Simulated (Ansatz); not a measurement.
Mg₆N₃. Charge 0, multiplicity 2. Geometry r2SCAN-D4/def2-SVP.

Cartesian coordinates in Å:
```
Mg 0.674 -1.612 -0.646
Mg -1.348 -0.234 -3.251
Mg 2.394 0.041 1.377
Mg -1.798 -0.235 0.215
Mg 0.504 1.319 -1.254
Mg -0.106 -1.165 2.529
N -0.280 0.850 1.577
N 0.621 1.350 0.896
N -0.660 -0.315 -1.443
```

B3LYP takes the VWN-RPA correlation. At PBE-D4/def2-TZVP, r2SCAN-D4/def2-TZVP, B3LYP-D4/def2-TZVP, PBE0-D4/def2-TZVP and others the charge 0 doublet is spin-contaminated (final ⟨S²⟩ up to 2.07, 0.75 for a pure state). Another isomer (doublet) lies 0.66 eV lower at PBE0-D4/def2-TZVP; other spin states weren't run for this one.

Q: Estimate the α-spin orbital energies around the gap (eV) in Ansatz with PBE-D4/def2-TZVP, r2SCAN-D4/def2-TZVP, B3LYP-D4/def2-TZVP, PBE0-D4/def2-TZVP, CAM-B3LYP-D4/def2-TZVP.

A: 
```json
{"orbital": "HOMO−5", "PBE-D4/def2-TZVP": "-6.35", "r2SCAN-D4/def2-TZVP": "-6.66", "B3LYP-D4/def2-TZVP": "-7.25", "PBE0-D4/def2-TZVP": "-7.60", "CAM-B3LYP-D4/def2-TZVP": "-8.86"}
{"orbital": "HOMO−4", "PBE-D4/def2-TZVP": "-5.47", "r2SCAN-D4/def2-TZVP": "-5.60", "B3LYP-D4/def2-TZVP": "-6.07", "PBE0-D4/def2-TZVP": "-6.29", "CAM-B3LYP-D4/def2-TZVP": "-7.33"}
{"orbital": "HOMO−3", "PBE-D4/def2-TZVP": "-4.42", "r2SCAN-D4/def2-TZVP": "-4.53", "B3LYP-D4/def2-TZVP": "-4.86", "PBE0-D4/def2-TZVP": "-5.09", "CAM-B3LYP-D4/def2-TZVP": "-6.10"}
{"orbital": "HOMO−2", "PBE-D4/def2-TZVP": "-4.23", "r2SCAN-D4/def2-TZVP": "-4.46", "B3LYP-D4/def2-TZVP": "-4.76", "PBE0-D4/def2-TZVP": "-5.04", "CAM-B3LYP-D4/def2-TZVP": "-5.93"}
{"orbital": "HOMO−1", "PBE-D4/def2-TZVP": "-3.73", "r2SCAN-D4/def2-TZVP": "-3.92", "B3LYP-D4/def2-TZVP": "-4.21", "PBE0-D4/def2-TZVP": "-4.44", "CAM-B3LYP-D4/def2-TZVP": "-5.36"}
{"orbital": "HOMO", "PBE-D4/def2-TZVP": "-3.52", "r2SCAN-D4/def2-TZVP": "-3.60", "B3LYP-D4/def2-TZVP": "-3.80", "PBE0-D4/def2-TZVP": "-4.05", "CAM-B3LYP-D4/def2-TZVP": "-4.88"}
{"orbital": "LUMO", "PBE-D4/def2-TZVP": "-2.95", "r2SCAN-D4/def2-TZVP": "-2.73", "B3LYP-D4/def2-TZVP": "-2.74", "PBE0-D4/def2-TZVP": "-2.47", "CAM-B3LYP-D4/def2-TZVP": "-1.67"}
{"orbital": "LUMO+1", "PBE-D4/def2-TZVP": "-2.79", "r2SCAN-D4/def2-TZVP": "-2.48", "B3LYP-D4/def2-TZVP": "-2.04", "PBE0-D4/def2-TZVP": "-1.85", "CAM-B3LYP-D4/def2-TZVP": "-1.05"}
{"orbital": "LUMO+2", "PBE-D4/def2-TZVP": "-2.10", "r2SCAN-D4/def2-TZVP": "-2.34", "B3LYP-D4/def2-TZVP": "-1.86", "PBE0-D4/def2-TZVP": "-1.82", "CAM-B3LYP-D4/def2-TZVP": "-0.77"}
{"orbital": "LUMO+3", "PBE-D4/def2-TZVP": "-1.96", "r2SCAN-D4/def2-TZVP": "-1.91", "B3LYP-D4/def2-TZVP": "-1.38", "PBE0-D4/def2-TZVP": "-1.40", "CAM-B3LYP-D4/def2-TZVP": "-0.46"}
{"orbital": "LUMO+4", "PBE-D4/def2-TZVP": "-1.86", "r2SCAN-D4/def2-TZVP": "-1.44", "B3LYP-D4/def2-TZVP": "-1.24", "PBE0-D4/def2-TZVP": "-1.06", "CAM-B3LYP-D4/def2-TZVP": "-0.19"}
{"orbital": "LUMO+5", "PBE-D4/def2-TZVP": "-1.64", "r2SCAN-D4/def2-TZVP": "-1.13", "B3LYP-D4/def2-TZVP": "-0.84", "PBE0-D4/def2-TZVP": "-0.68", "CAM-B3LYP-D4/def2-TZVP": "0.29"}
{"orbital": "β HOMO", "PBE-D4/def2-TZVP": "-3.71", "r2SCAN-D4/def2-TZVP": "-3.90", "B3LYP-D4/def2-TZVP": "-4.22", "PBE0-D4/def2-TZVP": "-4.46", "CAM-B3LYP-D4/def2-TZVP": "-5.20"}
{"orbital": "β LUMO", "PBE-D4/def2-TZVP": "-2.96", "r2SCAN-D4/def2-TZVP": "-2.95", "B3LYP-D4/def2-TZVP": "-2.73", "PBE0-D4/def2-TZVP": "-2.57", "CAM-B3LYP-D4/def2-TZVP": "-1.83"}
```
